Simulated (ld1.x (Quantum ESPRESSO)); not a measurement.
Before and after: TM potential for Hf

```
Element                 : hafnium (Hf)
Generator               : ld1.x (Quantum ESPRESSO) 7.5
Type                    : norm-conserving Troullier–Martins (Kleinman–Bylander form)
Functional              : LDA (PZ)
Relativity              : scalar-relativistic
Frozen core             : [Xe] 4f14
Valence charge          : 4
Reference configuration : 5d2 6s1.5 6p0.5
Partial waves           : 6s (bound): rc 2.75 bohr; 6p (bound): rc 3.40 bohr; 5d (bound): rc 3.05 bohr
Local potential         : the d channel
Core correction         : a·sin(br)/r model core, default radius (core density twice the valence density)
```

All-electron outer shells of the reference configuration (LDA (PZ), scalar-relativistic, ld1.x):

| shell | level (eV) | outermost node (bohr) | outermost maximum (bohr) |
| --- | --- | --- | --- |
| 5p | -36.46 | 0.60 | 1.16 |
| 4f | -17.79 | – | 0.45 |
| 6s | -5.75 | 1.36 | 2.85 |
| 5d | -3.50 | 0.67 | 1.69 |
| 6p | -1.84 | 1.66 | 4.00 |

Change: wave 6p (bound): rc 3.40 bohr becomes 6p (bound): rc 4.86 bohr.

Cutoffs: the cutoffs (Ry, on a coarse ladder) from which the occupation-weighted sum of valence levels, in a spherical-Bessel basis at the reference potential, stays within 10 and 1 mRy of its value at 400 Ry; they do not see the model core or the augmentation charge, which bear on the density cutoff. Errors are all-electron minus pseudo energies relative to the spin-unpolarised reference configuration.

Predict the effect on cutoff, ghosts and configuration errors.

The potential gets neither clearly harder nor softer (18 Ry and 21 Ry → 18 Ry and 21 Ry); both files keep a bound ghost (s); of the 9 tests that both files solve, the error grows in 3 and shrinks in 2 by more than 15 % and 0.3 meV (median size 23.8 → 19.3 meV).

```tsv
quantity	base	changed
cutoff, loose	18 Ry	18 Ry
cutoff, tight	21 Ry	21 Ry
bound ghosts	s	s
error for 5d2 6s2 6p0, meV [ΔE -1.93 eV]	-0.5	+0.5
error for 5d2 6s1 6p0, meV [ΔE 6.27 eV]	-5.0	-7.0
error for 5d2 6s0 6p0, meV [ΔE 20.77 eV]	-32	-39
error for 5d2 6s1 6p1, meV [ΔE 1.99 eV]	-1.3	+0.2
error for 5d3 6s1 6p0, meV [ΔE 0.66 eV]	-35	-31
error for 5d1 6s2 6p1, meV [ΔE 0.16 eV]	-24	+1.0
error for 5d2 6s0 6p2, meV [ΔE 6.15 eV]	+0.7	+19
error for 5d2 6s1.5 6p0.5 (spin-polarised), meV [ΔE -0.82 eV]	+102	+102
error for 5d2 6s2 6p0 (spin-polarised), meV [ΔE -2.37 eV]	+79	+81
```

 A true bound ghost makes a file unfit for plane-wave use even where its test errors are small: the radial tests pick states by their node count and pass the ghost by.
